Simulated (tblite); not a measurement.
Species: ClFH4OSi2.
Bonds: F1–Si2, Si2–O3, O3–Si4, Si4–Cl5. Hydrogens: H6, H7 on Si2; H8, H9 on Si4.

Computed geometry: GFN2-xTB, gas phase.

Task: Give the optimised bond lengths and angles.

Result: 
```tsv
bond	length (Å)	order
F1–Si2	1.603	single
Si2–O3	1.611	single
O3–Si4	1.618	single
Si4–Cl5	2.000	single
Si2–H6, Si2–H7	1.448	single
Si4–H8, Si4–H9	1.454	single
```

Bonds in one row agree within 0.01 Å and their mean is given. Orders are formal, as drawn. A selection of angles:
```tsv
angle	degrees
F1–Si2–O3	106.1
F1–Si2–H6	107.4
F1–Si2–H7	106.2
O3–Si2–H6	106.0
O3–Si2–H7	110.1
H6–Si2–H7	120.2
Si2–O3–Si4	161.9
O3–Si4–Cl5	107.9
O3–Si4–H8	108.6
O3–Si4–H9	104.3
Cl5–Si4–H8	109.4
H8–Si4–H9	116.0
```

Torsions: F1–Si2–O3–Si4 59° (synclinal); Si2–O3–Si4–Cl5 71° (synclinal). The mirror-image conformer, all signs reversed, is as good.

Si2 (fluorine-bound silicon) is distorted tetrahedral (angles from 106.0° to 120.2°). Si4 (chlorine-bound silicon) is distorted tetrahedral (angles from 104.3° to 116.0°).

Point group: C1 (no symmetry element, even within 0.4 Å). Its lowest GFN2-xTB frequency is 13 cm⁻¹, too small to tell a flat minimum from a shallow saddle. One conformer, not necessarily the lowest.

The run took 0.35 s wall on Arm Neoverse V1, one thread, shared host with 32 logical CPUs at a one-minute load of 28. This is the geometry optimisation.
